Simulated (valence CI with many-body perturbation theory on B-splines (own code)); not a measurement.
## Level structure of Sm XLVIII

Method: configuration interaction combined with many-body perturbation theory (CI+MBPT): five valence electrons over a frozen Dirac-Fock core [Ne], radial functions for each j: 11 s, 11 p, 10 d, 8 f, 5 g, 2 h, with the one-electron correlation potential Σ1 (screened to all orders), the two-electron term Σ2, the three-electron term Σ3, Breit, model QED; selected single and double excitations, second order for the rest, scaled by the run's own slope (own B-spline code, finite nucleus).

The last digits are not significant, and no measured levels were compared; by estimate large intervals hold to a few tenths of a per cent, small ones and those within an open d or f shell to about a per cent. Among the levels kept, up to 3200 cm⁻¹ of a level comes from second order outside the variational space, and about a tenth of that is noise between levels of different J, which matters for small intervals.

Levels 46 to 90 of 169, with energies above the lowest level, (3s^2 3p1/2^2 3p3/2) J=3/2. "Leading %" is the weight of the configuration and term that name the level; weights of strongly mixed levels are sums over their largest components and can fall short. In the jj column 3d3/2^4 stands for four electrons in 3d with j = 3/2. Lifetimes count E1, E2, E3, M1 and M2 decay at the calculated energies, and are blank where another channel may lead or the interval is too uncertain; long ones can be off by a factor of two.

```csv
No.,Configuration,Term,J,E (× 10³ cm⁻¹),Leading %,g,Lifetime,Second component,Leading jj
46,3s²3p3d²,⁴G°,5/2,4162.6,47,0.767,2.09 ps,29 % 3s²3p3d² ²F°,3s^2 3p1/2 3d3/2^2 (83 %)
47,3s²3p²3d,⁴F,9/2,4165.3,58,1.235,28.4 ns,40 % 3s²3p²3d ²G,3s^2 3p3/2^2 3d5/2 (98 %)
48,3s²3p²3d,²D,3/2,4185.0,66,0.861,1.07 ps,8 % 3s²3p²3d ⁴F,3s^2 3p3/2^2 3d3/2 (87 %)
49,3s²3p²3d,²P,1/2,4202.1,47,1.359,38.3 ps,31 % 3s²3p²3d ²S,3s^2 3p3/2^2 3d5/2 (89 %)
50,3s3p³3d,²F°,7/2,4217.7,25,1.166,2.76 ps,15 % 3s3p³3d ⁴G°,3s 3p1/2^2 3p3/2 3d5/2 (88 %)
51,3s3p³3d,²P°,1/2,4263.9,43,0.574,5.78 ps,42 % 3s3p³3d ⁴D°,3s 3p1/2^2 3p3/2 3d5/2 (91 %)
52,3s3p³3d,²F°,5/2,4301.4,24,1.075,2.43 ps,14 % 3s3p³3d ²D°,3s 3p1/2^2 3p3/2 3d5/2 (79 %)
53,3s3p³3d,⁴D°,3/2,4313.8,25,1.371,2.53 ps,16 % 3s3p³3d ²P°,3s 3p1/2^2 3p3/2 3d5/2 (82 %)
54,3s²3p²3d,²D,5/2,4358.9,77,1.201,773 ps,15 % 3s²3p²3d ⁴D,3s^2 3p3/2^2 3d5/2 (98 %)
55,3s²3p3d²,⁴D°,1/2,4420.7,40,0.638,860 fs,31 % 3s²3p3d² ²P°,3s^2 3p1/2 3d3/2^2 (83 %)
56,3s²3p3d²,⁴F°,3/2,4443.8,37,0.743,604 fs,29 % 3s²3p3d² ²D°,3s^2 3p1/2 3d3/2^2 (73 %)
57,3s²3p²3d,²P,3/2,4451.5,41,1.165,2.54 ps,29 % 3s²3p²3d ²D,3s^2 3p3/2^2 3d5/2 (91 %)
58,3s²3p3d²,⁴G°,7/2,4456.2,55,1.037,7.69 ps,13 % 3s²3p3d² ⁴F°,3s^2 3p1/2 3d3/2 3d5/2 (89 %)
59,3s²3p3d²,²D°,5/2,4476.2,22,1.097,6.90 ps,17 % 3s²3p3d² ⁴D°,3s^2 3p1/2 3d3/2 3d5/2 (86 %)
60,3s²3p²3d,²D,5/2,4488.9,52,1.157,2.02 ps,18 % 3s²3p²3d ²F,3s^2 3p3/2^2 3d5/2 (90 %)
61,3s²3p3d²,⁴P°,1/2,4510.6,36,1.895,10.3 ps,22 % 3s²3p3d² ⁴D°,3s^2 3p1/2 3d3/2 3d5/2 (79 %)
62,3s²3p3d²,⁴D°,3/2,4514.3,35,1.245,2.90 ps,13 % 3s²3p3d² ⁴P°,3s^2 3p1/2 3d3/2 3d5/2 (69 %)
63,3s²3p3d²,²H°,9/2,4547.9,39,1.059,8.83 ps,32 % 3s²3p3d² ²G°,3s^2 3p1/2 3d3/2 3d5/2 (89 %)
64,3s²3p3d²,⁴D°,7/2,4720.3,29,1.258,1.25 ps,16 % 3s²3p3d² ²F°,3s^2 3p1/2 3d3/2 3d5/2 (55 %)
65,3p⁵,²P°,3/2,4724.2,28,1.189,3.08 ps,12 % 3s3p³3d ²P°,3s 3p1/2 3p3/2^2 3d3/2 (54 %)
66,3s²3p3d²,⁴D°,5/2,4730.8,25,1.184,691 fs,16 % 3s²3p3d² ⁴F°,3s^2 3p1/2 3d3/2 3d5/2 (78 %)
67,3s²3p3d²,⁴D°,3/2,4784.8,19,1.380,656 fs,17 % 3s²3p3d² ⁴S°,3s^2 3p1/2 3d3/2 3d5/2 (75 %)
68,3s3p³3d,⁴F°,5/2,4799.3,35,1.197,4.28 ps,20 % 3s3p³3d ⁶D°,3s 3p1/2 3p3/2^2 3d3/2 (80 %)
69,3s3p³3d,⁶D°,1/2,4827.2,28,1.784,2.62 ps,22 % 3s3p³3d ⁴D°,3s 3p1/2 3p3/2^2 3d3/2 (76 %)
70,3s²3p3d²,²F°,7/2,4838.2,28,1.171,2.75 ps,26 % 3s²3p3d² ²G°,3s^2 3p1/2 3d5/2^2 (45 %)
71,3s²3p3d²,²H°,9/2,4854.0,28,1.127,8.38 ps,22 % 3s²3p3d² ⁴G°,3s^2 3p1/2 3d5/2^2 (74 %)
72,3p⁵,²P°,3/2,4855.3,30,1.260,1.58 ps,17 % 3s3p³3d ⁶D°,3s 3p1/2 3p3/2^2 3d3/2 (37 %)
73,3s3p³3d,⁴F°,7/2,4876.9,28,1.202,3.78 ps,22 % 3s3p³3d ⁴G°,3s 3p1/2 3p3/2^2 3d3/2 (80 %)
74,3s²3p3d²,²F°,5/2,4923.2,35,1.107,4.47 ps,20 % 3s²3p3d² ⁴D°,3s^2 3p1/2 3d5/2^2 (85 %)
75,3s²3p3d²,²D°,3/2,4924.0,19,1.291,2.74 ps,19 % 3s²3p3d² ²P°,3s^2 3p1/2 3d5/2^2 (76 %)
76,3s3p³3d,⁴G°,9/2,4972.9,40,1.151,3.69 ps,39 % 3s3p³3d ²G°,3s 3p1/2 3p3/2^2 3d3/2 (87 %)
77,3s3p⁴,²S,1/2,5002.1,33,1.753,742 fs,30 % 3s3p⁴ ²P,3s 3p3/2^4 (90 %)
78,3s²3p3d²,²P°,1/2,5009.2,34,0.665,4.46 ps,27 % 3s3p³3d ⁴D°,3s 3p1/2 3p3/2^2 3d5/2 (39 %)
79,3s3p³3d,⁴F°,3/2,5012.9,38,0.825,1.78 ps,23 % 3s3p³3d ²D°,3s 3p1/2 3p3/2^2 3d3/2 (82 %)
80,3s3p³3d,⁶D°,9/2,5045.4,37,1.350,7.64 ps,28 % 3s3p³3d ⁴F°,3s 3p1/2 3p3/2^2 3d5/2 (93 %)
81,3s3p³3d,⁴P°,5/2,5051.2,30,1.354,1.06 ps,16 % 3s3p³3d ⁴D°,3s 3p1/2 3p3/2^2 3d3/2 (77 %)
82,3s3p³3d,⁴D°,7/2,5059.6,31,1.193,1.33 ps,15 % 3s3p³3d ⁴G°,3s 3p1/2 3p3/2^2 3d3/2 (74 %)
83,3s3p³3d,⁴D°,1/2,5087.8,25,0.665,1.71 ps,14 % 3s3p³3d ²P°,3s 3p1/2 3p3/2^2 3d3/2 (62 %)
84,3s3p³3d,⁴P°,3/2,5112.8,28,1.402,890 fs,20 % 3s3p³3d ⁴S°,3s 3p1/2 3p3/2^2 3d3/2 (84 %)
85,3s3p³3d,⁴D°,7/2,5123.9,20,1.285,2.22 ps,16 % 3s3p³3d ⁶D°,3s 3p1/2 3p3/2^2 3d5/2 (63 %)
86,3s3p³3d,⁴F°,5/2,5140.9,24,1.035,1.39 ps,16 % 3s3p³3d ⁴G°,3s 3p1/2 3p3/2^2 3d3/2 (88 %)
87,3s3p³3d,⁴F°,3/2,5145.6,31,0.947,1.06 ps,18 % 3s3p³3d ⁴D°,3s 3p1/2 3p3/2^2 3d3/2 (90 %)
88,3s3p²3d²,⁴F,3/2,5168.7,39,0.389,23.5 ps,37 % 3s3p²3d² ⁶G,3s 3p1/2^2 3d3/2^2 (92 %)
89,3s3p³3d,²G°,7/2,5177.9,46,1.083,1.02 ps,17 % 3s3p³3d ⁴D°,3s 3p1/2 3p3/2^2 3d3/2 (82 %)
90,3s3p³3d,⁴G°,11/2,5184.7,96,1.264,9.90 ps,,3s 3p1/2 3p3/2^2 3d5/2 (96 %)
```
